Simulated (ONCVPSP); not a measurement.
rhenium: one change to an ONCV potential, before and after

* Element: rhenium
* Generator: ONCVPSP 4.0.1
* Type: optimised norm-conserving Vanderbilt (ONCV)
* Functional: PBEsol
* Relativity: non-relativistic
* Frozen core: [Kr] 4d10 4f14
* Valence charge: 15
* Reference configuration: 5s2 5p6 5d5 6s1 (charge +1)
* Partial waves: 5s+6s: rc 1.95 bohr, ncon 5, nbas 8, qcut 5.2 1/bohr, 2 projectors; 5p: rc 2.00 bohr, ncon 4, nbas 8, qcut 5.3 1/bohr, 2 projectors, debl 3.7 Ha; 5d: rc 1.60 bohr, ncon 4, nbas 7, qcut 6.1 1/bohr, 2 projectors, debl 3.2 Ha
* Local potential: polynomial inside 1.15 bohr (lpopt 5, dvloc0 -1 Ha)
* Core correction: none

Change: p: rc 1.4.

Cutoffs: the cutoffs (Ha) at which the residual kinetic energy of the hardest occupied pseudo-wave falls to 1 and 0.1 mHa per electron; they do not see the model core or the augmentation charge, which bear on the density cutoff. Errors are all-electron minus pseudo energies relative to the spin-unpolarised reference configuration.

**Question.** Predict the effect on cutoff, ghosts and configuration errors.

**Answer.** The potential gets harder (15 Ha and 41 Ha → 87 Ha and 107 Ha); of the 4 tests that both files solve, the error grows in 1 and shrinks in 0 by more than 15 % and 0.3 meV (median size 0.7 → 0.9 meV); neither file shows a bound ghost. A smaller radius makes the pseudo-wave follow the all-electron one further in, where it bends more sharply, so more plane waves are needed.

| quantity | base | changed |
| --- | --- | --- |
| cutoff, loose | 15 Ha | 87 Ha |
| cutoff, tight | 41 Ha | 107 Ha |
| loose cutoff by channel | s 15 Ha, p 11 Ha, d 15 Ha | s 15 Ha, p 87 Ha, d 15 Ha |
| bound ghosts | none | none |
| GHOST(+) flags under 300 eV | s at 23.7 eV | s at 23.7 eV |
| error for 5s2 5p6 5d5 6s2, meV [ΔE -7.92 eV] | -0.4 | -0.4 |
| error for 5s2 5p6 5d5 6s0, meV [ΔE 14.32 eV] | -0.5 | -0.5 |
| error for 5s2 5p6 5d4 6s0, meV [ΔE 42.26 eV] | -0.9 | -1.8 |
| error for 5s2 5p6 5d6 6s1, meV [ΔE -9.26 eV] | -1.2 | -1.2 |
| s: phases at 1.97 bohr within 0.05 rad from the reference energy up to (Ha; the scan ends near 5) | 0.7 | 0.7 |
| d: phases at 1.62 bohr within 0.05 rad from the reference energy up to (Ha; the scan ends near 5) | to the end of the scan | to the end of the scan |
